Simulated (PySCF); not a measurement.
Ge₂H₄, triplet: structure and spectrum

Method: UPBE0 in PySCF with Ge def2-TZVP, H def2-TZVP; no relativity; density-fitted integrals.

The structure is a saddle point with 1 imaginary mode.

- Point group: C2h
- Bond lengths: Ge–H 1.566 Å (×2), Ge–H 1.752 Å (×4)
- Bond angles: Ge–H–Ge 100.2° (×2), H–Ge–H 79.8° (×2), H–Ge–H 96.8° (×4)
- Rotational constants: 2.317, 0.06139, 0.0609 cm⁻¹
- Principal polarisabilities: 56.7, 64.4, 132.3 bohr³
- Dipole moment: 0.00 D
- Zero-point energy (real modes): 64.7 kJ/mol
- Principal quadrupole moments (Buckingham, traceless) about the centre of mass: -1.85, -1.28, 3.13 D Å
- Lowest empty level (β): -4.18 eV
- Atomisation energy without zero-point energy: 1157 kJ/mol
- Spin squared ⟨S²⟩: 2.017
- Highest occupied level (α): -4.54 eV

Harmonic modes (masses in u: Ge 73.921, H 1.008):
| symmetry | ω (cm⁻¹) | IR (km/mol) | μ (u) |
| --- | --- | --- | --- |
| bu | 137i | – | 1.03 |
| bu | 152 | 7.1 | 1.01 |
| ag | 237 | 0.0 | 27.19 |
| au | 336 | 1.4 | 1.02 |
| ag | 645 | 0.0 | 1.05 |
| bg | 667 | 0.0 | 1.02 |
| bu | 873 | 26.3 | 1.02 |
| bg | 971 | 0.0 | 1.01 |
| au | 1336 | 58.4 | 1.02 |
| ag | 1592 | 0.0 | 1.01 |
| bu | 1999 | 263 | 1.02 |
| ag | 2006 | 0.0 | 1.02 |

In C2h the vibrations span 4bu + 4ag + 2au + 2bg. The ag, bg modes carry no infrared intensity, as symmetry demands. With a centre of inversion only u modes can be infrared active and only g modes Raman active.

Charges (e):
```
atom  Mulliken  Löwdin  polar tensor  spin (Mulliken)  Mayer order to Ge1
 Ge1     -0.15   -0.02          0.07             0.98                   –
 Ge2     -0.15   -0.02          0.07             0.98                0.84
H3,4      0.12    0.07          0.01            -0.03                0.47
  H5      0.03   -0.05         -0.07             0.05                0.91
  H6      0.03   -0.05         -0.07             0.05                0.05
```
Other Mayer orders above 0.3: Ge–H 0.47 (×2), Ge–H 0.91.

Mulliken populations on Ge1: s 7.71, p 14.30, d 10.13, f 0.01.

This need not be the most stable arrangement of these atoms. At this level a singlet minimum of C2h symmetry lies 210 kJ/mol below this structure.

The final relaxation and frequency run took 2.1 min on 4 threads of a shared Arm Neoverse V1 host, with 120 basis functions and 18 gradients; the process peaked at 1.7 GiB. Launch command: `OMP_NUM_THREADS=4 python axn.py task.json out`.
